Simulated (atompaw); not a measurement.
Before and after: PAW (atompaw) potential for Zn (Z = 30)

atompaw 4.2.0.5 input, output lines left out:

```
Zn 30
GGA-PBE scalarrelativistic loggrid 1500 logderivrange -3 5 201
4 4 3 0 0 0
4 1 0
0 0 0
c
c
c
v
c
c
v
v
3
3.00 2.80 2.75 2.50
y
-0.15
n
y
1.45
n
y
-0.25
n
y
0.15
n
custom rrkj gramschmidtortho sinc
bessel
3.00
3.00
3.00
3.00
1.25
1.25
3.00
```

Change: all radii scaled by about 1.29 (s 3.86, p 3.86, d 1.60, f 3.86 bohr); local potential bessel scheme, radius 3.54 bohr; augmentation sinc compensation charge, radius 3.60 bohr; PAW radius 3.86 bohr; waves and projectors: custom rrkj gramschmidtortho; core correction smooth core density matched at 3.22 bohr.

Cutoffs: the cutoffs (Ry, on a coarse ladder) from which the occupation-weighted sum of valence levels, in a spherical-Bessel basis at the reference potential, stays within 10 and 1 mRy of its value at 400 Ry; they do not see the model core or the augmentation charge, which bear on the density cutoff.

Task: What does the change do?

Result: The potential gets softer (90 Ry and 160 Ry → 40 Ry and 70 Ry); neither file shows a bound ghost. A larger radius leaves more room for a smooth pseudo-wave, so fewer plane waves are needed.

```csv
quantity,base,changed
"cutoff, loose",90 Ry,40 Ry
"cutoff, tight",160 Ry,70 Ry
loose cutoff by channel (10 mRy a level),"s 6 Ry, d 60 Ry","s 6 Ry, d 35 Ry"
bound ghosts,none,none
lowest overlap eigenvalue by channel,"s 0.50, p 0.70, d 1.00, f 0.83","s 0.29, p 0.91, d 1.00, f 0.81"
```

 The cutoffs see the waves, projectors and local potential, not the compensation charge or the core.
